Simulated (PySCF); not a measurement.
Compound: [CrO4]2- (charge -2 and singlet state).
SMILES: `[O]=[Cr-2](=[O])(=[O])=[O]`

The calculation used PBE0-D3(BJ)/def2-SVP geometry optimisation, gas phase in PySCF 2.14.0.

Take the most abundant isotopes and a rigid rotor. 

**Question.** Give the principal moments of inertia and the rotational constants in GHz.

**Answer.** Ia = 112.56, Ib = 112.60, Ic = 112.78 u·Å²; 505379 MHz·u·Å²/I gives 4490, 4488 and 4481 MHz, that is A = 4.4897, B = 4.4883, C = 4.4811 GHz.

**Question.** Classify the top.

**Answer.** A spherical top, as the point group Td requires three equal moments; the computed ones differ by 0.19 % because the geometry is symmetric only within the optimiser's tolerance.

The point group Td allows no dipole (computed: 0.01 D (about the centre of mass, as the species is charged)), so a rigid rotor has no electric-dipole lines.

No PBE0-D3(BJ)/def2-SVP frequencies stand behind this structure, so it isn't proved a minimum. Whether so highly charged an anion holds all its electrons in the gas phase wasn't checked; a finite basis holds them in any case. The ion is multiply charged and computed without counter-ions or solvent. The geometry's basis has no diffuse functions, a weakness for an anion. Constants of a rigid frame at the computed geometry: no zero-point averaging, no centrifugal distortion.

On Arm Neoverse V2, one thread (shared host), this took 7.9 s wall. That covers the optimisation of the geometry.
The closed-shell solution of the metal species wasn't tested for stability.
